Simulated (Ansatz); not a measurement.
CAlClN, SMILES `N#[C][Al-][Cl]` (lower singlet) (charge -1, multiplicity 1). This singlet lies 1.42 eV below the relaxed triplet at the level frozen-core CCSD(T)/aug-cc-pVTZ // PBE0-D3(BJ)/def2-TZVPD (Ansatz, a program for electronic structure).

Cartesian coordinates (Å):
SMILES: [C]([Al-][Cl])#N
```xyz
4

N     -2.0370    -0.4024     0.4584
C     -0.9535     0.0023     0.5496
Al     0.8166     1.0903     0.7789
Cl     2.1739    -0.6902     0.4628
```
Charge -1, spin multiplicity 1.

Frozen-core energies in aug-cc-pVDZ from Ansatz at a geometry from PBE0-D3(BJ)/def2-TZVPD; the HF reference has <S^2> = 0.00 (restricted, and unstable towards unrestricted orbitals) and the T1 diagnostic is 0.014.

```json
[
 {"level": "HF", "energy (Ha)": "-793.86918", "difference from CCSDT(Q) (mHa)": "544.31"},
 {"level": "MP2", "energy (Ha)": "-794.36298", "difference from CCSDT(Q) (mHa)": "50.51"},
 {"level": "CCSD", "energy (Ha)": "-794.38872", "difference from CCSDT(Q) (mHa)": "24.77"},
 {"level": "CCSD(T)", "energy (Ha)": "-794.41052", "difference from CCSDT(Q) (mHa)": "2.98"},
 {"level": "CCSDT", "energy (Ha)": "-794.41121", "difference from CCSDT(Q) (mHa)": "2.28"},
 {"level": "CCSDT(Q)", "energy (Ha)": "-794.41349", "difference from CCSDT(Q) (mHa)": "0.00"}
]
```
